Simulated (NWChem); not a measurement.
# BaF cation; SMILES [F][Ba+]

```xyz
2

Ba     0.0000     0.0000    -0.2287
F      0.0000     0.0000     1.9282
```
Atoms are numbered in this order, from 1.

Coordinates come from a PBE0/def2-SVP optimisation. def2 effective core potentials on Ba; no spin-orbit coupling.

Question: List the 4 lowest vertical singlet excitations from B3LYP/def2-SVP with def2 effective core potentials on Ba, TDA (NWChem).

Answer: 
| state | energy (eV) | oscillator strength | leading excitation (squared amplitude) |
|---|---|---|---|
| S1 | 5.95 | 0.005 | HOMO → LUMO (0.99) |
| S2 | 6.10 | 0.004 | HOMO−1 → LUMO (0.95) |
| S3 | 6.10 | 0.004 | HOMO−2 → LUMO (0.95) |
| S4 | 6.46 | 0.000 | HOMO → LUMO+1 (1.00) |
